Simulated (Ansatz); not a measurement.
(AgBr)2 ring (Ag2Br2), relaxed as a singlet with RKS r2SCAN-D4/def2-SVP in Ansatz, starting from the GFN2-xTB geometry. Force threshold 0.02 eV/Å.

In the def2 sets Ag takes a core potential; there is no spin–orbit coupling. The relaxation made no stability test and no search for a lower SCF solution.

Start:

```tsv
atom	x (Å)	y (Å)	z (Å)
Ag1	0.104	1.151	-0.877
Br2	-1.181	1.177	1.393
Ag3	-0.104	-1.153	0.875
Br4	1.181	-1.175	-1.391
```

Question: Estimate the energy that the relaxation releases and the steps that it takes.

Answer: 0.02 eV, in 3 steps; 7.5 s on 4 threads of Arm Neoverse V2 on a shared host. No frequencies were taken in this run, so the end may be a saddle point.

Question: Does the start keep its bonding and symmetry?

Answer: By distances, no bond broke or formed. The bond that changes most is Ag3–Br4, from 2.61 to 2.62 Å (atoms count from 1). Point group D2h at the start, D2h at the end, both within 0.05 Å.

Question: Predict the relaxed structure.

Answer: 
```xyz
4

Ag    0.100    1.090   -0.832
Br   -1.210    1.204    1.428
Ag   -0.101   -1.090    0.832
Br    1.211   -1.203   -1.428
```
Bond lengths (bridged metal pairs left out): 4 × Ag–Br 2.62 Å.
